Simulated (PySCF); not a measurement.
PySCF 2.14 output of an unrestricted r2SCAN calculation on a single atom or ion in ANO-RCC-VTZP, with scalar relativity by spin-free X2C-1e:

```
SCF conv_tol = 1e-09
number electrons alpha = 23  beta = 18
    J. W. Furness, A. D. Kaplan, J. Ning, J. P. Perdew, and J. Sun.,  J. Phys. Chem. Lett. 11, 8208-8215 (2020)
    J. W. Furness, A. D. Kaplan, J. Ning, J. P. Perdew, and J. Sun.,  J. Phys. Chem. Lett. 11, 9248-9248 (2020)
    J. W. Furness, A. D. Kaplan, J. Ning, J. P. Perdew, and J. Sun.,  J. Phys. Chem. Lett. 11, 8208-8215 (2020)
    J. W. Furness, A. D. Kaplan, J. Ning, J. P. Perdew, and J. Sun.,  J. Phys. Chem. Lett. 11, 9248-9248 (2020)
cycle= 1 E= -4047.92682832074  delta_E= -0.00947  |g|= 0.0419  |ddm|=  0.1
cycle= 2 E= -4047.92700462617  delta_E= -0.000176  |g|= 0.0134  |ddm|= 0.0142
cycle= 3 E= -4047.92702166728  delta_E= -1.7e-05  |g|= 0.00323  |ddm|= 0.00426
cycle= 4 E= -4047.9270242778  delta_E= -2.61e-06  |g|= 0.0004  |ddm|= 0.00191
cycle= 5 E= -4047.92702433088  delta_E= -5.31e-08  |g|= 2.01e-05  |ddm|= 0.000292
cycle= 6 E= -4047.92702433103  delta_E= -1.51e-10  |g|= 9.62e-07  |ddm|= 1.45e-05
converged SCF energy = -4047.92702433103  <S^2> = 8.7518251  2S+1 = 6.0006083
```

The run itself started from symmetry-adapted Hartree-Fock orbitals and held the occupation by maximum overlap, on a logarithmic radial grid, so the iterations belong to that start.

Which element, charge and spin multiplicity is this?

Mo⁺ (molybdenum, charge +1), multiplicity 6; the state was [Kr] 4d4 5s1, high-spin 6D determinant (an excited configuration).
